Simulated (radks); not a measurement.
The phosphorus anion P3-, [Ar], held by a Watson sphere: a shell of charge +3 at radius R that stands for the Madelung well of a crystal (potential energy -3/R inside, -3/r outside, in hartree with lengths in bohr). Method: scalar-relativistic Kohn-Sham, LDA (Slater exchange, VWN5 correlation), spin-polarised, spherical densities, finite nucleus; Fermi nuclear charge, rms radius of each element as measured or else 0.836 A^(1/3) + 0.57 fm; computed with a radial shooting solver on a logarithmic mesh with Libxc functionals. Response by self-consistent Sternheimer equations with the Hartree and adiabatic LDA kernel, the relativistic mass of each level held fixed and spin-orbit coupling left out. The sphere does not respond.

R (bohr)  e(2p) (eV)  e(3s) (eV)  e(3p) (eV)  <r> 3p (bohr)  sum of <r^2> (bohr^2)  X-ray form factor at sin(theta)/lambda = 0.1 1/angstrom  alpha (bohr^3)
2.01         -121.10     -16.691      -8.197          2.244                  46.26                                                   15.185           28.81
3.45         -120.71     -12.494      -5.308          2.823                  70.15                                                   14.241           81.65
3.46         -120.71     -12.474      -5.291          2.826                  70.33                                                   14.236           82.25
3.99         -120.58     -11.569      -4.474          3.027                  80.01                                                   13.971           120.9
4.18         -120.52     -11.310      -4.220          3.098                  83.63                                                   13.888           138.5
